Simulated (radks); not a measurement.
Task: These are the eigenvalues of the occupied orbitals of an atom or ion with whole-number occupations (eV). All-electron calculation, Dirac Kohn-Sham, PBE, spin-unpolarised, spherical densities, finite nucleus; Fermi nuclear charge, rms radius of each element as measured or else 0.836 A^(1/3) + 0.57 fm. Program: a radial shooting solver on a logarithmic mesh with Libxc functionals.

| orbital | eigenvalue |
|---|---|
| 1s1/2 | -67282.48 |
| 2s1/2 | -11576.12 |
| 2p1/2 | -11066.56 |
| 2p3/2 | -9796.413 |
| 3s1/2 | -2673.430 |
| 3p1/2 | -2446.482 |
| 3p3/2 | -2173.039 |
| 3d3/2 | -1789.122 |
| 3d5/2 | -1729.559 |
| 4s1/2 | -567.4358 |
| 4p1/2 | -473.7878 |
| 4p3/2 | -410.8400 |
| 4d3/2 | -256.8020 |
| 4d5/2 | -245.2377 |
| 5s1/2 | -100.8022 |
| 5p1/2 | -73.5209 |
| 5p3/2 | -64.5959 |
| 4f5/2 | -53.8724 |
| 4f7/2 | -51.8867 |
| 5d3/2 | -29.5982 |
| 5d5/2 | -28.7775 |

Which element is it, and in what charge state? The configuration may be excited. Open shells, if any, are shared by 2j + 1.

Result: Z = 73, tantalum, charge +3: Ta3+ in [Xe] 4f14 5d2. The list shows which subshells hold electrons but not how many an open one holds; the 1s level, -2472.6 hartree, gives Z - s = 70.3 by -(Z - s)^2/2, which with screening and relativity narrows Z to a few neighbours, and the depths of the outer levels then fix element, charge and occupations together.
